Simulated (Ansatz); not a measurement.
A made-up structure of SiH₃Se (charge -1), closed shell:

| atom | x (Å) | y (Å) | z (Å) |
| --- | --- | --- | --- |
| Si1 | -0.0384 | 0.0165 | -0.0110 |
| Se2 | 1.9081 | -0.8225 | 0.5478 |
| H3 | -1.0926 | 0.0121 | 1.0708 |
| H4 | 3.0094 | -1.8213 | 0.8114 |
| H5 | -0.0310 | 1.4616 | -0.4509 |

It is relaxed with PBE-D4/def2-SVPD and then PBE0-D4/def2-TZVPD (Ansatz 0.2.0). Atoms count as bonded within 1.22 times the sum of their covalent radii (H–H: 0.88 Å). The end point is not checked to be a true minimum.

Q: Does its bonding change? (A judgement: the text doesn't fix the answer.)

A: The calculation gives: No: no bond forms or breaks.

Where it ends: The first stage lowers the energy by 2.59 eV in 11 steps. It ends as SiH₃Se ([SiH2][SeH]), total charge -1:
| atom | x (Å) | y (Å) | z (Å) |
| --- | --- | --- | --- |
| Si1 | -0.0965 | -0.3027 | -0.0679 |
| Se2 | 2.1013 | -0.4109 | 0.9612 |
| H3 | -0.8023 | 0.1352 | 1.2256 |
| H4 | 2.4721 | -1.7197 | 0.4042 |
| H5 | 0.0810 | 1.1445 | -0.5550 |

Labels in which every atom is bracketed show which atoms are joined, not bond orders.

For scale, one of the runs: PBE0-D4/def2-TZVPD relaxation, 127 basis functions, launched by `ansatz run in.yaml --threads 2 --pin off --events-out ev --progress --plain --max-ram 4352MiB`. Hardware: 2 CPU threads of an Arm Neoverse V2, shared host. Wall time about 14 s.
